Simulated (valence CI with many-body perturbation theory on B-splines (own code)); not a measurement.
## Sensitivity of CI+MBPT for Bi51+

Computed by relativistic CI+MBPT: four valence electrons over a frozen Dirac-Fock core [Ar] 3d10, a basis of 6 s, 6 p, 5 d, 3 f, 1 g functions for each j, with the one-electron correlation potential Σ1 (screened to all orders), the two-electron term Σ2, the three-electron term Σ3, Breit, model QED; selected single and double excitations, second order for the rest, scaled by the run's own slope (own B-spline code, finite nucleus).

The last digits are not significant, and no measured levels were compared; by estimate large intervals hold to a few tenths of a per cent, small ones and those within an open d or f shell to about a per cent.

The reference run has the lowest level (4s^2 4p1/2^2) J=0 and an ionisation energy of 3080.23 eV. Its largest variational space holds 9998 state functions.

Levels are named by their leading jj configuration (3d3/2^4 stands for four electrons in 3d with j = 3/2), which in mixed levels can hold well under half, so a name can repeat and another be missing. Letters in brackets count levels of one name in rising energy.

Changed runs:
A. highest l with Σ1, explicit Σ2 and valence Breit (higher l get mean screening factors) 3 → 2; lowest core n in screening and Σ2 1 → 2
B. scale of Σ1 1 → 0; scale of Σ2 1 → 0; three-electron term on → off
C. averaging of valence orbitals over low configurations on → off
D. logarithmic knot step 0.27 → 1.1 (bad on purpose)

Excitation energies of the reference run in cm⁻¹, and shifts in cm⁻¹:

```csv
Level,Reference,A,B,C,D
(4s^2 4p1/2 4p3/2) J=1,1394580,-40,-5148,+1.0,+2206
(4s^2 4p1/2 4p3/2) J=2,1435410,-23,-4544,+1.4,+2181
(4s 4p1/2^2 4p3/2) J=2,2364300,-36,-4620,+11,-21316
(4s 4p1/2^2 4p3/2) J=1,2503640,+2.7,+600,+8.4,-20900
(4s^2 4p3/2^2) J=2,2861190,-44,-9364,+0.7,+4239
(4s^2 4p1/2 4d3/2) J=2,2888100,+170,-1527,+26,-6438
(4s^2 4p3/2^2) J=0,2949070,+22,-7997,-6.5,+4206
(4s^2 4p1/2 4d3/2) J=1,3066980,+233,+7882,+27,-7142
(4s^2 4p1/2 4d5/2) J=2,3276330,+164,+1726,+27,-6588
(4s^2 4p1/2 4d5/2) J=3,3285550,+197,+756,+31,-6220
(4s 4p1/2 4p3/2^2) J=2 [a],3728940,-60,-9455,+15,-18768
(4s 4p1/2 4p3/2^2) J=3,3811130,-49,-8190,+14,-18784
Ionisation energy (eV),3080.23,-0.0088,-2.18,+0.00023,-0.43
```
